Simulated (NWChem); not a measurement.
SiHICl2; SMILES Cl[SiH](Cl)I

def2 effective core potentials on I; no spin-orbit coupling.

Give the equilibrium geometry at PBE0/def2-SVP with def2 effective core potentials on I (NWChem) as a Z-matrix, with the point group.

point group Cs; any orientation.
```
Si
H 1 1.4788
Cl 1 2.0502 2 109.19
Cl 1 2.0502 2 109.19 3 -119.18
I 1 2.4289 2 109.33 3 120.41
```
